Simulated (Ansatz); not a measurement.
Two isomers of CH8BFSi2: A = `BC([SiH3])[SiH2]F`, B = `F[SiH2]BC[SiH3]`.

Program: Ansatz. Geometries: PBE0-D4/def2-TZVP. ΔE: electronic, gas phase. CCSD(T)/CBS is the MP2 limit (def2-TZVPP, def2-QZVPP) plus CCSD(T) − MP2 in def2-TZVPP, frozen cores. DFT in def2-TZVPP. B3LYP here is the variant with VWN-RPA as its local correlation; programs differ in this. One conformer a species, not always the lowest.

(1) Which isomer does CCSD(T)/CBS put lower? Give the gap. (Estimate.)

(2) Give E(B) − E(A) in kcal/mol with MP2/def2-TZVPP, CCSD/def2-TZVPP, ωB97M-V, HF/def2-TZVPP, PBE0-D4, B3LYP-D4, B2PLYP. (Best estimate.)

Largest T1 diagnostic: 0.012.

## Answers

(1) Ansatz gave: A, by 10.6 kcal/mol.

(2) Computed: MP2/def2-TZVPP 12.3, CCSD/def2-TZVPP 10.2, ωB97M-V 11.1, HF/def2-TZVPP 10.0, PBE0-D4 8.7, B3LYP-D4 8.9, B2PLYP 9.5. None reverses the order clearly.

The D4 term adds +1.1 kcal/mol with B3LYP and +0.5 kcal/mol with PBE0; it sums over pairs of atoms, weighted by their polarisabilities, and B3LYP, whose exchange is more repulsive, gets the larger term. From PBE to PBE0 (25 % exact exchange), in def2-TZVPP and without D4, E(B) − E(A) moves by +1.4 kcal/mol.
